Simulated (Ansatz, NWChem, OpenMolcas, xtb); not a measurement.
**Strength of the Al–S bond: AlH(CH3)2(SH2) → AlH(CH3)2 + H2S**

Species: AlH(CH3)2(SH2), singlet; AlH(CH3)2, singlet; H2S (hydrogen sulfide) `S`, singlet. 

Shapes, held fixed at every level: PBE0-D4/def2-TZVP. Flexible molecules stand in one conformer, not always the lowest. Programs: Ansatz 0.2.0, NWChem 7.3.0, OpenMolcas 26.06, xtb 6.7.1. A level may come from different programs for different species; with the same settings they agree closely. Electronic energies: no zero-point or thermal term.

```tsv
level	kind	ΔE (kJ/mol)
GFN1-xTB	semi-empirical	+95.9
HF/STO-3G	Hartree–Fock	+71.5
HF/3-21G	Hartree–Fock	+24.9
HF/def2-SVP	Hartree–Fock	+28.6
B3LYP/6-31G* (Cartesian functions)	global hybrid	+32.5
PBE0/def2-SVP	global hybrid	+53.4
```

PBE0/def2-SVP gives ΔE = +53.4 kJ/mol; the levels span +24.9 to +95.9. A fragment pairs its electrons up again, so this isn't a typical strength of such a bond. The median of the levels is +43.0. No measured value is set beside it here. Rows in sets without polarisation functions are far from converged.
